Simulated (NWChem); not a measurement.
Molecule: SiN₂H₅Cl; SMILES N[SiH](N)Cl

```xyz
9

Si     0.0221    -0.4008     0.3768
N     -1.4874    -0.9579    -0.2102
N      1.2426    -1.3682    -0.3281
Cl     0.0276     1.6273    -0.1316
H      0.2905    -0.4182     1.8414
H     -2.2905    -0.3419    -0.2355
H     -1.7484    -1.9326    -0.1175
H      1.2611    -1.5168    -1.3312
H      2.1724    -1.3942     0.0741
```
Atoms are numbered in this order, from 1.

Coordinates come from a PBE0/def2-SVP optimisation.

Question: Give the principal values of the shielding tensors (ppm) of Si1, N2, N3, Cl4 from PBE/pcSseg-1, GIAO (NWChem), with their diamagnetic and paramagnetic parts as GIAO splits them.

Answer: 
```tsv
atom	σ11	σ22	σ33	isotropic	diamagnetic	paramagnetic
Si1	313.7	354.1	410.6	359.5	881.7	-522.3
N2	186.7	242.8	263.2	230.9	317.8	-86.9
N3	196.7	210.6	251.7	219.7	318.1	-98.4
Cl4	734.3	776.1	1018.3	842.9	1148.9	-306.0
```
